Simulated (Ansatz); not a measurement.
Computed with Ansatz on PBE0-D4/def2-TZVP structures; ΔE is electronic, products minus reactants. CBS: MP2 limit from def2 TZ/QZ plus the TZ coupled-cluster correction, frozen cores. This one scheme is used for every species. For Ge outer-core shells are correlated without core-valence functions, which leaves a few kJ/mol of doubt a bond. Scalar relativity is left out up to krypton. One conformer a species, not always the lowest.

Reaction (ligand exchange at the Si–N bond): `Cl[SiH2][NH][GeH2][Cl]` + `O[SiH](O)F` → `O[SiH](F)O[SiH2]Cl` + `[NH2][GeH2][Cl]`

| species | CCSD(T)/CBS(def2) energy (Eh) |
| --- | --- |
| `Cl[SiH2][NH][GeH2][Cl]` | -3342.59266 |
| `O[SiH](O)F` | -541.20494 |
| `O[SiH](F)O[SiH2]Cl` | -1290.76537 |
| `[NH2][GeH2][Cl]` | -2593.05183 |

Task: Work out ΔE.

Result: ΔE = (-1290.76537) + (-2593.05183) − (-3342.59266) − (-541.20494) = -0.01960 Eh = -51.5 kJ/mol.

Largest T1 diagnostic among the species: 0.011.

In def2-TZVPP, CCSD(T) changes the Hartree–Fock value by +11.3 kJ/mol (the triples alone add +1.5 kJ/mol) and MP2 by +12.8 kJ/mol.
